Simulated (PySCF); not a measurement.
Correlation energy of Lu⁵⁹⁺ (lutetium, charge +59)

Starting occupation: [Ne] 3s2. Computed with PySCF 2.14 in an uncontracted even-tempered set (17 s from 6.3 bohr⁻², ratio 2.6; 14 p from 8.2 bohr⁻², ratio 2.6; 6 d from 8.4 bohr⁻², ratio 2.8; 4 f from 110 bohr⁻², ratio 2.8), with X2C-1e with screened-nucleus spin-orbit coupling, Gaussian nucleus. Frozen: 1s2; 10 electrons correlated; the 52 highest virtual spinors left out.

MP2 pair energies summed by pair of shells (mhartree):

```
       pair   energy  share (%)
3s1/2-3s1/2  -118.01       23.7
2p1/2-2p3/2  -103.76       20.8
2p3/2-2p3/2   -97.99       19.7
2p3/2-3s1/2   -45.87        9.2
2p3/2-2s1/2   -43.27        8.7
2p1/2-2p1/2   -24.53        4.9
2p1/2-2s1/2   -23.12        4.6
2p1/2-3s1/2   -19.79        4.0
2s1/2-2s1/2   -11.68        2.3
2s1/2-3s1/2    -9.84        2.0
```

Total MP2 correlation energy: -497.86 mhartree.

The virtual space was cut to 56 spinors, which keep -438.45 of the -497.86 mhartree of MP2 correlation.

| level | correlation energy (mhartree) |
| --- | --- |
| CCSD | -470.81 |

Diagnostics: T1 = 1.0e-04, largest double amplitude 0.082.

Question: Is a single reference adequate?

Answer: Mostly. T1 lies below 0.03, but a double amplitude of this size points to a near-degeneracy that CCSD handles and MP2 describes poorly.

The coupled-cluster values are those of the cut space; adding the MP2 remainder, -59.41 mhartree, estimates the full space.

At this charge the one-electron X2C treatment keeps the bare 1/r₁₂, with no two-electron picture change or Breit term. The effect here is smaller than on the frozen 1s shell.
